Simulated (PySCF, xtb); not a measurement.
C3H8Cd, SMILES [CH2]([Cd][CH3])C.

GFN2-xTB (xtb 6.7.1) at its own geometry gives an orbital gap of 3.30 eV and a dipole moment of 1.25 D.

Geometry: B3LYP-D3(BJ)/def2-SVP. The structure was generated by enumeration; whether it is a known compound was not checked. The def2 effective core potentials stand for the cores of Cd; spin–orbit coupling is left out. Other conformers were not sampled.

Question: What does PBE0/def2-TZVP run with PySCF give? (Estimate from the structure and the level; the computed values follow.)

Answer: gap 6.34 eV (levels -6.47 and -0.14 eV), dipole 0.16 D.
